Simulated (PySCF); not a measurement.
diisopropyl selenide (C$_{6}$H$_{14}$Se), singlet, at a GFN2-xTB geometry. Base run: PySCF with DF-PBE0/3-21G.

PySCF was given this input:
```python
from pyscf import gto, scf, dft

mol = gto.M(
    atom='''
C     1.864467    1.294078    0.803179
C     1.506906   -0.172599    0.651398
C     2.684892   -0.997908    0.163607
Se   -0.003417   -0.413152   -0.644329
C    -1.486705    0.350529    0.471904
C    -1.911463    1.705468   -0.065836
C    -2.644163   -0.632036    0.512470
H     2.191164    1.703110   -0.150882
H     2.674915    1.405077    1.522796
H     1.014225    1.873789    1.157423
H     1.131159   -0.574919    1.598243
H     2.403129   -2.043817    0.055183
H     3.507665   -0.929450    0.873710
H     3.029153   -0.632172   -0.802668
H    -1.047531    0.455056    1.468876
H    -1.066703    2.389158   -0.117799
H    -2.328056    1.599982   -1.065758
H    -2.671313    2.142233    0.581452
H    -2.319204   -1.594810    0.901612
H    -3.048106   -0.783476   -0.487241
H    -3.437927   -0.247783    1.151900
''',
    basis='3-21g',
    charge=0,
    spin=0,
    verbose=4,
)

mf = dft.RKS(mol)
mf.xc = 'pbe0'
mf = mf.density_fit(auxbasis='def2-universal-jkfit')
mf.kernel()
```

The base run was repeated with changes; each row names its change, and settings that it needs were set with it.

```json
[
 {"change": "base", "basis functions": "104", "E (Eh)": "-2625.40791", "HOMO (eV)": "-5.55", "HOMO-LUMO gap (eV)": "6.59", "dipole (D)": "1.61", "outcome": "converged"},
 {"change": "basis = ANO-RCC-VDZP; relativity = spin-free X2C; nucleus = Gaussian (with nucmod='G'; without mf = mf.density_fit(auxbasis='def2-universal-jkfit'))", "basis functions": "181", "E (Eh)": "-2666.53862", "HOMO (eV)": "-5.81", "HOMO-LUMO gap (eV)": "6.09", "dipole (D)": "1.73", "outcome": "converged"},
 {"change": "basis = x2c-SVPall; relativity = spin-free X2C; nucleus = Gaussian (with nucmod='G'; without mf = mf.density_fit(auxbasis='def2-universal-jkfit'))", "basis functions": "186", "E (Eh)": "-2665.86298", "HOMO (eV)": "-5.75", "HOMO-LUMO gap (eV)": "6.39", "dipole (D)": "1.54", "outcome": "converged"},
 {"change": "basis = cc-pVDZ-DK; relativity = none (without mf = mf.density_fit(auxbasis='def2-universal-jkfit'))", "basis functions": "181", "E (Eh)": "-2621.34478", "HOMO (eV)": "-5.80", "HOMO-LUMO gap (eV)": "6.39", "dipole (D)": "1.72", "outcome": "converged"},
 {"change": "basis = x2c-SVPall; relativity = spin-free X2C (without mf = mf.density_fit(auxbasis='def2-universal-jkfit'))", "basis functions": "186", "E (Eh)": "-2665.87722", "HOMO (eV)": "-5.75", "HOMO-LUMO gap (eV)": "6.39", "dipole (D)": "1.54", "outcome": "converged"},
 {"change": "basis = x2c-SVPall; relativity = none (without mf = mf.density_fit(auxbasis='def2-universal-jkfit'))", "basis functions": "186", "E (Eh)": "-2625.46188", "HOMO (eV)": "-5.88", "HOMO-LUMO gap (eV)": "6.42", "dipole (D)": "1.75", "outcome": "converged"},
 {"change": "basis = ANO-RCC-VDZP; relativity = none (without mf = mf.density_fit(auxbasis='def2-universal-jkfit'))", "basis functions": "-", "E (Eh)": "-", "HOMO (eV)": "-", "HOMO-LUMO gap (eV)": "-", "dipole (D)": "-", "outcome": "cut at the time limit"},
 {"change": "basis = cc-pVDZ-DK; relativity = spin-free X2C; nucleus = Gaussian (with nucmod='G'; without mf = mf.density_fit(auxbasis='def2-universal-jkfit'))", "basis functions": "181", "E (Eh)": "-2666.36136", "HOMO (eV)": "-5.73", "HOMO-LUMO gap (eV)": "6.39", "dipole (D)": "1.57", "outcome": "converged"},
 {"change": "basis = ANO-RCC-VDZP; relativity = spin-free X2C (without mf = mf.density_fit(auxbasis='def2-universal-jkfit'))", "basis functions": "-", "E (Eh)": "-", "HOMO (eV)": "-", "HOMO-LUMO gap (eV)": "-", "dipole (D)": "-", "outcome": "cut at the time limit"},
 {"change": "basis = cc-pVDZ-DK; relativity = spin-free X2C (without mf = mf.density_fit(auxbasis='def2-universal-jkfit'))", "basis functions": "181", "E (Eh)": "-2666.37744", "HOMO (eV)": "-5.73", "HOMO-LUMO gap (eV)": "6.39", "dipole (D)": "1.57", "outcome": "converged"}
]
```

Absolute energies of different levels of theory aren't comparable as measures of quality.

Basis sets contracted for a relativistic Hamiltonian are a mismatch without it, so the rows without relativity aren't non-relativistic limits. No row has spin-orbit coupling; sets with core potentials leave out the core electrons.
